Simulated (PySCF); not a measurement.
Record of a relaxation.

Species: C4H9ClO2SSi.
Numbering: `[CH2:1]=[CH:2][C@@H:3]([SiH3:4])[CH2:5][S:6](=[O:7])(=[O:8])[Cl:9]` (hydrogens: H10, H11 on C1; H12 on C2; H13 on C3; H14, H15, H16 on Si4; H17, H18 on C5)

Method: PySCF 2.14.0, PBE0-D3(BJ)/def2-SVP geometry optimisation, gas phase; density fitting, grid level 1; the optimiser is geomeTRIC in internal coordinates, started from a GFN2-xTB structure with every atom displaced at random (about 0.01 Å). 6 of its 11 geometries are shown. The frame can shift and turn from step to step; on so coarse a grid that alone can change the energy by a few meV, and forces under 0.02 eV/Å are noise.

Step 0: E = -39585.3281 eV, largest atomic force 2.480 eV/Å
```
atom  x, y, z in Å  |  force x, y, z in eV/Å
C1     -2.457   -1.401    0.362   -1.534   0.112   1.082
C2     -1.543   -0.519    0.700    0.879   0.746   0.144
C3     -0.309   -0.265   -0.090    0.541   0.531   0.332
Si4    -0.376    1.412   -1.045   -2.406  -0.544   0.255
C5      0.915   -0.282    0.818   -0.013   0.629  -0.268
S6      2.295    0.203   -0.216    0.787  -0.697   0.790
O7      2.381   -0.621   -1.378   -0.208  -1.101  -1.041
O8      2.355    1.623   -0.373   -0.238   1.586   0.142
Cl9     3.901   -0.286    0.963    0.366  -0.204   0.508
H10    -2.392   -1.990   -0.514    0.213  -0.804  -1.173
H11    -3.385   -1.504    0.947    0.264  -0.048  -0.054
H12    -1.645    0.092    1.599   -0.227   0.087   0.197
H13    -0.192   -1.049   -0.829    0.078  -0.406  -0.504
H14    -1.824    1.438   -1.485    0.264   0.101  -0.066
H15    -0.212    2.494   -0.096    0.217   0.657   0.463
H16     0.449    1.436   -2.207    0.809   0.068  -0.946
H17     0.876    0.483    1.614    0.006  -0.127  -0.063
H18     1.137   -1.251    1.246    0.201  -0.586   0.201
```

Step 2: E = -39585.7075 eV, largest atomic force 0.402 eV/Å
```
atom  x, y, z in Å  |  force x, y, z in eV/Å
C1     -2.447   -1.401    0.409    0.069  -0.028  -0.086
C2     -1.506   -0.494    0.676    0.020   0.068   0.192
C3     -0.294   -0.200   -0.155    0.227   0.018  -0.053
Si4    -0.576    1.475   -1.090   -0.274  -0.247   0.162
C5      0.949   -0.259    0.745   -0.091   0.067  -0.104
S6      2.444    0.131   -0.170   -0.309   0.147  -0.134
O7      2.545   -0.743   -1.319    0.053  -0.037   0.012
O8      2.563    1.570   -0.303    0.033  -0.043  -0.042
Cl9     3.870   -0.478    1.217    0.113  -0.045   0.112
H10    -2.390   -2.037   -0.479   -0.009  -0.023  -0.017
H11    -3.312   -1.533    1.064    0.018   0.026   0.002
H12    -1.608    0.117    1.582   -0.038   0.031   0.012
H13    -0.177   -0.975   -0.930   -0.071   0.015  -0.064
H14    -2.004    1.449   -1.532    0.057  -0.011  -0.039
H15    -0.414    2.602   -0.128    0.104   0.041  -0.039
H16     0.300    1.572   -2.287    0.120   0.078   0.038
H17     0.911    0.478    1.561    0.059  -0.041   0.035
H18     1.122   -1.264    1.158   -0.080  -0.018   0.014
```

Step 4: E = -39585.7270 eV, largest atomic force 0.253 eV/Å
```
atom  x, y, z in Å  |  force x, y, z in eV/Å
C1     -2.435   -1.407    0.417    0.159  -0.040  -0.115
C2     -1.509   -0.483    0.683   -0.079   0.041   0.088
C3     -0.300   -0.176   -0.153   -0.234  -0.092  -0.026
Si4    -0.585    1.498   -1.051    0.192   0.144  -0.076
C5      0.936   -0.246    0.734    0.065  -0.066   0.024
S6      2.422    0.077   -0.213    0.111  -0.020  -0.019
O7      2.515   -0.873   -1.301   -0.040   0.023   0.033
O8      2.574    1.502   -0.435   -0.019  -0.061   0.038
Cl9     3.851   -0.477    1.217    0.014   0.001   0.014
H10    -2.353   -2.058   -0.462   -0.035   0.038   0.037
H11    -3.302   -1.546    1.067    0.001   0.009   0.000
H12    -1.637    0.137    1.581    0.020   0.032  -0.009
H13    -0.203   -0.939   -0.946   -0.009   0.019   0.017
H14    -1.978    1.490   -1.576   -0.041  -0.020  -0.012
H15    -0.415    2.617   -0.072   -0.042  -0.052  -0.025
H16     0.384    1.651   -2.179   -0.099  -0.002   0.060
H17     0.938    0.497    1.545    0.008   0.019  -0.006
H18     1.074   -1.251    1.163    0.026   0.028  -0.023
```

Step 6: E = -39585.7322 eV, largest atomic force 0.027 eV/Å
```
atom  x, y, z in Å  |  force x, y, z in eV/Å
C1     -2.426   -1.391    0.409   -0.008   0.000   0.020
C2     -1.518   -0.453    0.685    0.011   0.007  -0.006
C3     -0.309   -0.157   -0.153    0.011   0.019   0.012
Si4    -0.576    1.523   -1.053    0.008  -0.010   0.000
C5      0.932   -0.252    0.734    0.009  -0.016   0.005
S6      2.430    0.029   -0.206   -0.024  -0.009   0.009
O7      2.500   -0.930   -1.288    0.013   0.003   0.003
O8      2.613    1.448   -0.432    0.008   0.007  -0.008
Cl9     3.842   -0.547    1.234   -0.005  -0.002  -0.009
H10    -2.330   -2.036   -0.470   -0.004  -0.007  -0.009
H11    -3.299   -1.540    1.048    0.000   0.003  -0.003
H12    -1.650    0.173    1.578   -0.008   0.008  -0.005
H13    -0.224   -0.921   -0.944   -0.010   0.001  -0.013
H14    -1.970    1.503   -1.583    0.007   0.002  -0.001
H15    -0.425    2.637   -0.072   -0.009   0.004   0.016
H16     0.384    1.686   -2.179    0.013  -0.001  -0.010
H17     0.952    0.496    1.541    0.000  -0.001  -0.004
H18     1.050   -1.257    1.165   -0.012  -0.008   0.004
```

Step 8: E = -39585.7329 eV, largest atomic force 0.050 eV/Å
```
atom  x, y, z in Å  |  force x, y, z in eV/Å
C1     -2.446   -1.346    0.404   -0.004  -0.001  -0.006
C2     -1.539   -0.403    0.666    0.001   0.014   0.000
C3     -0.317   -0.137   -0.162    0.045  -0.004  -0.003
Si4    -0.523    1.557   -1.049   -0.024   0.000   0.005
C5      0.913   -0.283    0.734   -0.013   0.002  -0.002
S6      2.425   -0.047   -0.194    0.017  -0.021   0.042
O7      2.481   -1.012   -1.271    0.004  -0.006  -0.014
O8      2.644    1.366   -0.425    0.007   0.022  -0.006
Cl9     3.812   -0.651    1.259   -0.013   0.004  -0.016
H10    -2.338   -2.012   -0.458   -0.016  -0.009   0.002
H11    -3.328   -1.478    1.034    0.002   0.004  -0.004
H12    -1.680    0.247    1.541   -0.003   0.000  -0.004
H13    -0.251   -0.896   -0.961   -0.010  -0.005   0.011
H14    -1.898    1.560   -1.627    0.001   0.009   0.001
H15    -0.399    2.651   -0.040    0.004   0.000  -0.002
H16     0.476    1.727   -2.140    0.005  -0.004  -0.003
H17     0.954    0.461    1.544   -0.007  -0.005   0.006
H18     0.989   -1.293    1.162    0.003   0.000  -0.006
```

Step 10: E = -39585.7334 eV, largest atomic force 0.025 eV/Å
```
atom  x, y, z in Å  |  force x, y, z in eV/Å
C1     -2.473   -1.306    0.393    0.006   0.005  -0.010
C2     -1.549   -0.379    0.650   -0.010   0.000   0.008
C3     -0.315   -0.140   -0.170   -0.005  -0.006  -0.012
Si4    -0.490    1.561   -1.052    0.004   0.001  -0.001
C5      0.905   -0.309    0.735   -0.006   0.013  -0.003
S6      2.429   -0.074   -0.175    0.003   0.018  -0.016
O7      2.491   -1.026   -1.263   -0.008  -0.004   0.006
O8      2.657    1.341   -0.389   -0.006  -0.015   0.003
Cl9     3.798   -0.700    1.281    0.004  -0.003   0.010
H10    -2.379   -1.988   -0.458    0.003   0.006   0.002
H11    -3.361   -1.410    1.021   -0.002   0.002   0.001
H12    -1.686    0.284    1.516    0.004   0.001   0.003
H13    -0.261   -0.899   -0.969    0.001  -0.005   0.007
H14    -1.862    1.591   -1.638    0.000  -0.003   0.001
H15    -0.358    2.648   -0.036    0.009   0.000  -0.005
H16     0.519    1.718   -2.135   -0.003   0.004   0.004
H17     0.944    0.426    1.553   -0.001  -0.008   0.007
H18     0.967   -1.325    1.153    0.006  -0.004  -0.006
```

**Question.** Summarise the path.

**Answer.** The energy falls by 39.11 kJ/mol from step 0 to step 10; nine tenths of that is first reached at step 2. It falls at every step. The largest force goes from 2.480 to 0.025 eV/Å. Among the bonds Si4–H16 changes most, from 1.425 to 1.489 Å; the atoms move by 0.214 Å rms after alignment.

The cost below is that of the whole optimisation. The run took 3.8 min wall on one thread, Arm Neoverse V2 (aarch64), no GPU, shared host with 96 logical CPUs at a one-minute load of 54, and the process peaked at 0.88 GiB of memory.
